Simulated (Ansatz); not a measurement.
Ansatz (an electronic-structure program) input for FGe, SMILES [Ge][F] (connectivity only; charge and spin as stated), charge +1, multiplicity 1, ωB97X-V/def2-TZVPD. Geometry: PBE0-D3(BJ)/def2-TZVPD. The spin state was assumed, not searched.

Ansatz 0.2 input:
```yaml
crystal:
  periodic: [false, false, false]
  atoms:
    - {symbol: F, position_ang: [0.00000000, 0.00000000, -1.30900567]}
    - {symbol: Ge, position_ang: [0.00000000, 0.00000000, 0.36815785]}
basis:
  gaussian:
    orbitals: def2-TZVPD
hamiltonian:
  xc: {name: wB97X-V}
total_charge: 1
```

Log of the run:

```
WARN ansatz: RAYON_NUM_THREADS=1 ignored (pool sized by the plan → 1); use --threads N
Functional definition: wB97X-V
integrals: 0.03 GiB planned
611 factors; their error is unknown
integrals: 0.07 GiB planned
127 factors; integrals over basis functions are off by at most 1.1e-4 eV
mean field: 0.33 GiB planned
mean field evaluation 1: about -59207.9342 eV, gradient 9.9e1 eV
mean field evaluation 2: about -59114.8282 eV, gradient 2.3e2 eV
mean field evaluation 4: about -59222.1837 eV, gradient 4.3e0 eV
mean field evaluation 8: about -59222.3650 eV, gradient 1.1e-1 eV
mean field evaluation 16: about -59222.3650 eV, gradient 9.2e-6 eV
mean field -59222.36501156 eV, -2176.3817718142 hartree, gradient 9.2e-6 eV, S^2 0.000000; 0 other end points of the search recorded, 0 dependent functions left out
reference -59222.36500998 eV, -2176.3817717559 hartree; 20, 20 occupied and 74, 74 virtual orbitals, 611 factors
Total energy: -59222.36500998 eV, -2176.3817717559 hartree
```

The run converged.
